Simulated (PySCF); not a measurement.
CH7ClFNSi2, SMILES CN[SiH2][Si@@H](F)Cl.

Geometry optimised at B3LYP-D3(BJ)/def2-SVP. The structure was generated by enumeration; whether it is a known compound was not checked. Other conformers were not sampled.

Computed with M06-2X/def2-TZVP (PySCF).

Isolated molecule, no solvent.

- total energy = -1236.20689 hartree
- highest occupied level = -8.36 eV
- lowest empty level = -0.01 eV
- orbital gap = 8.35 eV
- dipole moment = 3.21 D
- quadrupole, principal values (traceless, Buckingham form, about the centre of nuclear charge) = -4.81, 0.53, 4.28 D·Å
- mean static polarisability = 82.9 bohr³ (12.29 Å³)
- polarisability, principal values = 71.4, 82.2, 95.2 bohr³
